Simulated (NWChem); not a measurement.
System: C₃HF₄, doublet; SMILES F/[C]=C/C(F)(F)F

NWChem input:

```
start job
memory heap 200 mb stack 900 mb global 1100 mb
geometry units angstroms noautoz
  F     -0.075645    -2.882213    -0.000290
  C      0.230826    -1.612046     0.000906
  C     -0.563731    -0.557006    -0.002506
  C     -0.012519     0.830705    -0.000118
  F      1.334200     0.842485     0.003318
  F     -0.429070     1.521285    -1.084939
  F     -0.434497     1.519886     1.083496
  H     -1.647631    -0.660161    -0.006893
end
basis spherical
  F library pcseg-1
  C library pcseg-1
  H library pcseg-1
end
dft
  odft
  mult 2
  xc hfexch
  iterations 150
  mulliken
end
task dft energy
```

Parts of the log:

```
             Northwest Computational Chemistry Package (NWChem) 7.3.0
             --------------------------------------------------------

 CS  symmetry detected

                             Geometry "geometry" -> ""
                             -------------------------

 Output coordinates in angstroms (scale by  1.889725989 to convert to a.u.)

  No.       Tag          Charge          X              Y              Z
 ---- ---------------- ---------- -------------- -------------- --------------
    1 F                    9.0000    -0.06368259    -2.88829247     0.00000000
    2 C                    6.0000     0.23884986    -1.61718107     0.00000000
    3 C                    6.0000    -0.55898279    -0.56461045     0.00000000
    4 C                    6.0000    -0.01207219     0.82480345     0.00000000
    5 F                    9.0000     1.33460586     0.84076021     0.00000000
    6 F                    9.0000    -0.43347290     1.51338030    -1.08421893
    7 F                    9.0000    -0.43347290     1.51338030     1.08421893
    8 H                    1.0000    -1.64256646    -0.67112665     0.00000000

 Effective nuclear repulsion energy (a.u.)     305.2517355128

      Symmetry information
      --------------------

 Group name             Cs
 Group number              2
 Group order               2
 No. of unique centers     7

  xc_inp: hfexch multiplicative factor not found.

                                 NWChem DFT Module
                                 -----------------

 Summary of "ao basis" -> "ao basis" (spherical)
 ------------------------------------------------------------------------------
       Tag                 Description            Shells   Functions and Types
 ---------------- ------------------------------  ------  ---------------------
 F                          pcseg-1                  6       14   3s2p1d
 C                          pcseg-1                  6       14   3s2p1d
 H                          pcseg-1                  3        5   2s1p

      Symmetry analysis of basis
      --------------------------

        a'         68
        a"         35

            General Information
            -------------------
          SCF calculation type: DFT
          Wavefunction type:  spin polarized.
          No. of atoms     :     8
          No. of electrons :    55
           Alpha electrons :    28
            Beta electrons :    27
          Charge           :     0
          Spin multiplicity:     2
          Use of symmetry is: on ; symmetry adaption is: on
          Maximum number of iterations: 150
          AO basis - number of functions:   103
                     number of shells:    45
          Convergence on energy requested:  1.00D-06
          Convergence on density requested:  1.00D-05
          Convergence on gradient requested:  5.00D-04

              XC Information
              --------------
                     Hartree-Fock (Exact) Exchange  1.000

      Superposition of Atomic Density Guess
      -------------------------------------

 Sum of atomic energies:        -510.84460232

      Non-variational initial energy
      ------------------------------

 Total energy =    -513.232299
 1-e energy   =   -1315.933067
 2-e energy   =     497.449032
 HOMO         =      -0.175683
 LUMO         =       0.059990

   Symmetry analysis of molecular orbitals - initial alpha
   -------------------------------------------------------

  Numbering of irreducible representations:

     1 a'          2 a"

  Orbital symmetries:

     1 a'          2 a'          3 a'          4 a"          5 a'
     6 a'          7 a'          8 a'          9 a'         10 a'
    11 a"         12 a'         13 a'         14 a'         15 a'
    16 a"         17 a'         18 a"         19 a'         20 a'
    21 a"         22 a'         23 a"         24 a'         25 a"
    26 a'         27 a"         28 a'         29 a"         30 a'
    31 a'         32 a'         33 a'         34 a"         35 a'
    36 a'         37 a'         38 a"

   Symmetry analysis of molecular orbitals - initial beta
   ------------------------------------------------------

  Numbering of irreducible representations:

     1 a'          2 a"

  Orbital symmetries:

     1 a'          2 a'          3 a'          4 a"          5 a'
     6 a'          7 a'          8 a'          9 a'         10 a'
    11 a"         12 a'         13 a'         14 a'         15 a'
    16 a"         17 a'         18 a"         19 a'         20 a'
    21 a"         22 a'         23 a"         24 a'         25 a"
    26 a'         27 a"         28 a'         29 a"         30 a'
    31 a'         32 a'         33 a'         34 a"         35 a'
    36 a'         37 a'         38 a"

     ---------------------------------------------
      Total Density - Mulliken Population Analysis
     ---------------------------------------------

    Atom       Charge   Shell Charges
 -----------   ------   -------------------------------------------------------
    1 F    9     9.33   2.00  0.96  0.95  3.48  1.94  0.01
    2 C    6     5.38   2.00  0.79  0.54  1.44  0.53  0.07
    3 C    6     6.59   2.00  0.81  0.49  2.14  1.12  0.03
    4 C    6     4.41   2.00  0.67  0.16  1.24  0.20  0.15
    5 F    9     9.48   2.00  0.96  0.97  3.55  2.00  0.01
    6 F    9     9.49   2.00  0.96  0.97  3.55  2.01  0.01
    7 F    9     9.49   2.00  0.96  0.97  3.55  2.01  0.01
    8 H    1     0.81   0.66  0.13  0.02

     --------------------------------------------
      Spin Density - Mulliken Population Analysis
     --------------------------------------------

[...]
```

Level: UHF/pcseg-1. Coordinates come from a B3LYP/6-31G* (spherical d), spin-unrestricted optimisation. Not confirmed as a minimum by frequencies. The determinant is spin-contaminated (<S²> = 0.93). No stability test was run on the SCF state.
